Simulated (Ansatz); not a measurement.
The same path of GaH3Si + H2 (7 atoms, charge 0, multiplicity 1) was run twice with different band settings. Lost on the way: Ga1–Si2, H3–H4. Made: Ga1–H4, Si2–H3.

The calculation used RKS CAM-B3LYP-D4/def2-SVP in Ansatz 0.2.0.

Relaxed end points:

```xyz
7
Properties=species:S:1:pos:R:3
Ga -0.900 -0.234 1.763
Si 0.871 0.597 0.057
H -1.653 -1.241 -0.698
H -2.199 -1.521 -0.238
H 2.201 -0.052 0.304
H 1.101 2.071 0.209
H 0.578 0.381 -1.397
```

```xyz
7
Properties=species:S:1:pos:R:3
Ga -1.618 -0.883 1.794
Si 0.847 0.486 -0.471
H -0.417 -0.313 -0.413
H -2.570 -1.515 0.572
H 1.910 -0.228 0.283
H 0.605 1.822 0.132
H 1.242 0.633 -1.897
```

Common settings: spring 5.0 eV/Å²; optimiser quadratic models (default); start path through a guess of the saddle point; force threshold 0.05 eV/Å; iteration limit 60; end points relaxed.

| run | movable images | climbing image |
| --- | --- | --- |
| 1 | 5 | yes |
| 2 | 4 | no |

(1) What does each run give, and how far can it be trusted?

Answers

(1) Run 1: converged after 11 iterations, highest image 0.652 eV above the first end. A vibrational analysis at the climbing image gives one clearly imaginary mode, 1261i cm⁻¹: a first-order saddle point.
Run 2: converged after 10 iterations, highest image 0.402 eV above the first end. No image climbed, so the highest image needn't sit at the top of the path. A band with more images between the same ends climbed to 0.65 eV, so this one has probably stepped over the top.
The orbitals stay closed-shell, which can raise the energy where a bond breaks towards radicals; this wasn't checked here.
